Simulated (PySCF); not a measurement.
Species: C3BN3.
Atom-mapped SMILES: `[N:1]#[C:2][B:3]([C:4]#[N:5])[C:6]#[N:7]`

A GFN2-xTB structure was refined with PySCF 2.14.0, PBE0-D3(BJ)/def2-SVP geometry optimisation, gas phase. Its GFN2-xTB values:

```csv
coordinate,GFN2-xTB
N1≡C2,1.124 Å
C2–B3,1.514 Å
C4≡N5,1.119 Å
N1–C2–B3,179.3°
C2–B3–C4,118.4°
```

Question: How do these coordinates change at the PBE0-D3(BJ)/def2-SVP level?

Answer: 
```tsv
coordinate	PBE0-D3(BJ)/def2-SVP (Å or °)	change
C4≡N5	1.161	+0.042
N1≡C2	1.161	+0.037
C2–B3	1.529	+0.015
C2–B3–C4	120.0	+1.6
N1–C2–B3	179.9	+0.6
```

The energy falls by 6.3 kcal/mol over 8 energy and gradient evaluations, the largest force component goes from 0.1205 to 2.4e-04 Eh/bohr, and the atoms move by 0.030 Å rms after alignment. The bond that changes most is C4≡N5 (cyano carbon to cyano nitrogen), which lengthens by 0.042 Å. Bonds longer at the end by more than 0.005 Å: 5 of 6; shorter: 1. Rotational constants go from 2681, 2647, 1332 to 2612, 2598, 1303 MHz.

The run used 98 basis functions and 60 SCF cycles in all. Time: 23 s wall; peak memory 0.39 GiB. Hardware: an Arm Neoverse V1 with one thread, shared host.

Stationary, but not proved a minimum.
